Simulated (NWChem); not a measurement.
System: CH₃Cl₃Si; SMILES [Si](Cl)(C)(Cl)Cl

NWChem input:

```
start job
memory heap 200 mb stack 900 mb global 1100 mb
geometry units angstroms
  C      0.000000     0.000000    -2.122081
  Si     0.000000     0.000000    -0.274066
  Cl    -0.777184     1.758044     0.450068
  Cl    -1.133919    -1.552083     0.450068
  Cl     1.911102    -0.205961     0.450068
  H      0.609966     0.834186    -2.499799
  H      0.417443    -0.945339    -2.499799
  H     -1.027409     0.111153    -2.499799
end
basis spherical
  * library def2-svp
end
dft
  xc xpbe96 cpbe96
  iterations 150
end
driver
  maxiter 120
end
task dft optimize
task dft freq
```

Excerpt of the output:

```
             Northwest Computational Chemistry Package (NWChem) 7.3.0
             --------------------------------------------------------

 C3  symmetry detected

                             Geometry "geometry" -> ""
                             -------------------------

 Output coordinates in angstroms (scale by  1.889725989 to convert to a.u.)

  No.       Tag          Charge          X              Y              Z
 ---- ---------------- ---------- -------------- -------------- --------------
    1 C                    6.0000     0.00000000     0.00000000    -2.10700885
    2 Si                  14.0000     0.00000000     0.00000000    -0.25899385
    3 Cl                  17.0000    -0.98230983     1.65221070     0.46514015
    4 Cl                  17.0000    -0.93970152    -1.67681062     0.46514015
    5 Cl                  17.0000     1.92201135     0.02459992     0.46514015
    6 H                    1.0000     0.50557775     0.90128555    -2.48472685
    7 H                    1.0000     0.52774731    -0.88848595    -2.48472685
    8 H                    1.0000    -1.03332506    -0.01279960    -2.48472685

 Effective nuclear repulsion energy (a.u.)     437.2297481701

      Symmetry information
      --------------------

 Group name             C3
 Group number              5
 Group order               3
 No. of unique centers     4

                                Z-matrix (autoz)
                                --------

 Units are Angstrom for bonds and degrees for angles

      Type          Name      I     J     K     L     M      Value
      ----------- --------  ----- ----- ----- ----- ----- ----------
    1 Stretch                  1     2                       1.84802
    2 Stretch                  1     6                       1.10027
    3 Stretch                  1     7                       1.10027
    4 Stretch                  1     8                       1.10027
    5 Stretch                  2     3                       2.05405
    6 Stretch                  2     4                       2.05405
    7 Stretch                  2     5                       2.05405
    8 Bend                     1     2     3               110.64278
    9 Bend                     1     2     4               110.64278
   10 Bend                     1     2     5               110.64278
   11 Bend                     2     1     6               110.07778
   12 Bend                     2     1     7               110.07778
   13 Bend                     2     1     8               110.07778
   14 Bend                     3     2     4               108.27468
   15 Bend                     3     2     5               108.27468
   16 Bend                     4     2     5               108.27468
   17 Bend                     6     1     7               108.85791
   18 Bend                     6     1     8               108.85791
   19 Bend                     7     1     8               108.85791
   20 Torsion                  3     2     1     6          60.02362
   21 Torsion                  3     2     1     7        -179.97638
   22 Torsion                  3     2     1     8         -59.97638
   23 Torsion                  4     2     1     6        -179.97638
   24 Torsion                  4     2     1     7         -59.97638
   25 Torsion                  4     2     1     8          60.02362
   26 Torsion                  5     2     1     6         -59.97638
   27 Torsion                  5     2     1     7          60.02362
   28 Torsion                  5     2     1     8        -179.97638

  pbe96 is a nonlocal functional; adding pw91lda local functional.

                           NWChem Geometry Optimization
                           ----------------------------

[...]

      ----------------------
      Optimization converged
      ----------------------

  Step       Energy      Delta E   Gmax     Grms     Xrms     Xmax
  ---- ---------------- -------- -------- -------- -------- --------
@    3   -1708.84644490 -8.2D-07  0.00005  0.00003  0.00047  0.00121
                                     ok       ok       ok       ok

                                Z-matrix (autoz)
                                --------

 Units are Angstrom for bonds and degrees for angles

      Type          Name      I     J     K     L     M      Value     Gradient
      ----------- --------  ----- ----- ----- ----- ----- ---------- ----------
    1 Stretch                  1     2                       1.86167    0.00004
    2 Stretch                  1     6                       1.10816    0.00000
    3 Stretch                  1     7                       1.10816    0.00000
    4 Stretch                  1     8                       1.10816    0.00000
    5 Stretch                  2     3                       2.07066   -0.00002
    6 Stretch                  2     4                       2.07066   -0.00002
    7 Stretch                  2     5                       2.07066   -0.00002
    8 Bend                     1     2     3               110.51422   -0.00002
    9 Bend                     1     2     4               110.51422   -0.00002
   10 Bend                     1     2     5               110.51422   -0.00002
   11 Bend                     2     1     6               110.09181    0.00004
   12 Bend                     2     1     7               110.09181    0.00004
   13 Bend                     2     1     8               110.09181    0.00004
   14 Bend                     3     2     4               108.40839    0.00002
   15 Bend                     3     2     5               108.40839    0.00002
   16 Bend                     4     2     5               108.40839    0.00002
   17 Bend                     6     1     7               108.84357   -0.00005
   18 Bend                     6     1     8               108.84357   -0.00005
   19 Bend                     7     1     8               108.84357   -0.00005
   20 Torsion                  3     2     1     6          60.02282    0.00000
   21 Torsion                  3     2     1     7        -179.97718    0.00000
   22 Torsion                  3     2     1     8         -59.97718    0.00000
   23 Torsion                  4     2     1     6        -179.97718    0.00000
   24 Torsion                  4     2     1     7         -59.97718    0.00000
   25 Torsion                  4     2     1     8          60.02282    0.00000
   26 Torsion                  5     2     1     6         -59.97718    0.00000
   27 Torsion                  5     2     1     7          60.02282    0.00000
   28 Torsion                  5     2     1     8        -179.97718    0.00000

[...]

 Rotational Constants
 --------------------
 A=   0.056950 cm-1  (  0.081936 K)
 B=   0.056950 cm-1  (  0.081936 K)
 C=   0.042374 cm-1  (  0.060965 K)

 Temperature                      =   298.15K
 frequency scaling parameter      =   1.0000

 Zero-Point correction to Energy  =   25.909 kcal/mol  (  0.041289 au)
 Thermal correction to Energy     =   30.492 kcal/mol  (  0.048591 au)
 Thermal correction to Enthalpy   =   31.084 kcal/mol  (  0.049535 au)

 Total Entropy                    =   84.208 cal/mol-K
   - Translational                =   40.866 cal/mol-K (mol. weight = 147.9070)
   - Rotational                   =   26.658 cal/mol-K (symmetry #  =        3)
   - Vibrational                  =   16.684 cal/mol-K

 Cv (constant volume heat capacity) =   23.209 cal/mol-K
   - Translational                  =    2.979 cal/mol-K
   - Rotational                     =    2.979 cal/mol-K
   - Vibrational                    =   17.250 cal/mol-K

[normal modes left out]

 ----------------------------------------------------------------------------
 Normal Eigenvalue ||           Projected Infra Red Intensities
  Mode   [cm**-1]  || [atomic units] [(debye/angs)**2] [(KM/mol)] [arbitrary]
 ------ ---------- || -------------- ----------------- ---------- -----------
    1        0.000 ||    0.000004           0.000         0.004       0.002
    2        0.000 ||    0.000448           0.010         0.436       0.187
    3        0.000 ||    0.000012           0.000         0.012       0.005
    4        0.000 ||    0.000013           0.000         0.013       0.005
    5        0.000 ||    0.000358           0.008         0.349       0.150
    6        0.000 ||    0.000390           0.009         0.380       0.163
    7      147.156 ||    0.000574           0.013         0.560       0.240
    8      147.166 ||    0.000575           0.013         0.560       0.240
    9      157.316 ||    0.000000           0.000         0.000       0.000
   10      207.248 ||    0.002492           0.058         2.430       1.043
   11      207.251 ||    0.002493           0.058         2.430       1.043
   12      220.952 ||    0.011280           0.260        10.997       4.721
   13      435.751 ||    0.019515           0.450        19.024       8.168
   14      574.935 ||    0.123474           2.849       120.369      51.679
   15      574.935 ||    0.123476           2.849       120.370      51.679
   16      737.605 ||    0.080463           1.856        78.440      33.677
   17      789.039 ||    0.088987           2.053        86.749      37.244
   18      789.043 ||    0.088985           2.053        86.747      37.244
   19     1222.795 ||    0.021490           0.496        20.950       8.995
   20     1371.927 ||    0.004110           0.095         4.006       1.720
   21     1371.928 ||    0.004110           0.095         4.007       1.720
   22     2986.134 ||    0.000173           0.004         0.168       0.072
   23     3095.598 ||    0.000002           0.000         0.002       0.001
   24     3095.599 ||    0.000002           0.000         0.002       0.001
 ----------------------------------------------------------------------------
```

Level: PBE/def2-SVP.
